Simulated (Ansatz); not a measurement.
Geometry optimisation, RKS B3LYP-D4/def2-SVP (Ansatz).

Input file:

```yaml
crystal:
  periodic: [false, false, false]
  atoms:
    - { symbol: C, position_ang: [-1.24, -1.6101, 0.284] }
    - { symbol: B, position_ang: [-0.2025, -0.5779, 0.855] }
    - { symbol: O, position_ang: [1.1819, -0.2713, 1.0878] }
    - { symbol: Si, position_ang: [0.7478, 1.1849, 0.4536] }
    - { symbol: "N", position_ang: [1.3069, 1.3276, -1.2269] }
    - { symbol: H, position_ang: [-2.2873, -1.0691, 0.3196] }
    - { symbol: H, position_ang: [-1.2698, -2.4974, 0.8738] }
    - { symbol: H, position_ang: [-1.0044, -1.7853, -0.79] }
    - { symbol: H, position_ang: [1.0178, 2.2569, 1.4535] }
    - { symbol: H, position_ang: [1.0728, 2.3032, -1.5025] }
    - { symbol: H, position_ang: [0.7422, 0.6816, -1.787] }
basis:
  gaussian: { orbitals: def2-SVP }
hamiltonian:
  xc: b3lyp
  dispersion: d4
relax:
  f_tol: 0.015
  max_steps: 40
output:
  orbitals: {}
```

Launched with:

```bash
$ ansatz run input.yaml --threads 2 --pin off --max-ram 3072MiB --backend cpu --events-out ev --progress --plain --runs-dir out
```

**Question.** Where does it end, and by what steps?

**Answer.** It converged. After 17 steps the energy has fallen by 1.510 eV; H10 moved furthest, 1.07 Å.

| step | energy less start (eV) | largest force component (eV/Å) | accepted |
| --- | --- | --- | --- |
| 0 | 0.0000 | 4.349 | yes |
| 1 | -0.9359 | 2.141 | yes |
| 2 | -1.2311 | 0.909 | yes |
| 3 | -1.3544 | 0.533 | yes |
| 4 | -1.3732 | 1.660 | yes |
| 5 | -1.4617 | 0.312 | yes |
| 6 | -1.4524 | 0.775 | no |
| 7 | -1.4889 | 0.445 | yes |
| 8 | -1.5018 | 0.151 | yes |
| 9 | -1.4880 | 0.385 | no |
| 10 | -1.5077 | 0.140 | yes |
| 11 | -1.5090 | 0.032 | yes |
| 12 | -1.5095 | 0.031 | yes |
| 13 | -1.5098 | 0.040 | yes |
| 14 | -1.5101 | 0.058 | yes |
| 15 | -1.5103 | 0.055 | yes |
| 16 | -1.5104 | 0.032 | yes |
| 17 | -1.5105 | 0.009 | yes |

```xyz
11
Properties=species:S:1:pos:R:3
C -1.333 -1.742 0.460
B -0.342 -0.541 0.466
O 0.911 -0.379 0.910
Si 0.423 1.195 0.165
N 1.280 1.712 -1.225
H -2.278 -1.470 0.960
H -0.904 -2.626 0.960
H -1.598 -2.015 -0.577
H 0.612 2.246 1.197
H 2.093 2.317 -1.174
H 1.201 1.247 -2.122
```

Whether the end is a true minimum wasn't checked by a vibrational analysis.

Run time: 39 s on 2 threads of AMD EPYC 7R13 Processor (Zen 3) (shared host), peak memory 0.25 GiB.
